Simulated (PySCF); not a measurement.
Geometries of 2 isomers of C2H8OSSi, from PySCF, PBE0-D3(BJ)/def2-SVP geometry optimisation, gas phase. One conformer each, no zero-point energy, no frequencies.

Problem. Which isomer lies lower at this level?
A.
```xyz
13
angstrom
C     -1.896   -0.366    0.773
O     -1.501   -0.900   -0.459
Si     0.031   -0.778   -1.088
S      1.571   -1.300    0.303
C      1.864    0.308    1.114
H     -1.271   -0.748    1.601
H     -2.938   -0.661    0.970
H     -1.848    0.739    0.782
H      0.084   -1.741   -2.214
H      0.304    0.629   -1.522
H      2.807    0.214    1.670
H      1.972    1.113    0.374
H      1.062    0.559    1.821
```
B.
```xyz
13
angstrom
C     -1.492    1.168    0.313
O     -0.197    0.715    0.569
C      0.174   -0.403   -0.195
Si     1.965   -0.820    0.265
S      3.085    0.991    0.027
H     -2.249    0.390    0.531
H     -1.616    1.480   -0.743
H     -1.682    2.035    0.962
H      0.110   -0.190   -1.283
H     -0.492   -1.270    0.003
H      2.012   -1.348    1.661
H      2.520   -1.845   -0.665
H      2.031    1.702    0.495
```

Solution. A. That is `CO[SiH2]SC`, 25.2 kcal/mol below the other.

| SMILES | atoms numbered as above | E (Eh) | relative (kcal/mol) | relative (kJ/mol) | dipole (D) |
| --- | --- | --- | --- | --- | --- |
| CO[SiH2]SC | [CH3:1][O:2][SiH2:3][S:4][CH3:5] | -843.21623 | 0.0 | 0.0 | 2.27 |
| COC[SiH2]S | [CH3:1][O:2][CH2:3][SiH2:4][SH:5] | -843.17612 | 25.2 | 105.3 | 2.79 |

As drawn, the lower has an Si–O bond, which the higher lacks; the higher has an S–H bond and an Si–C bond, which the lower lacks.
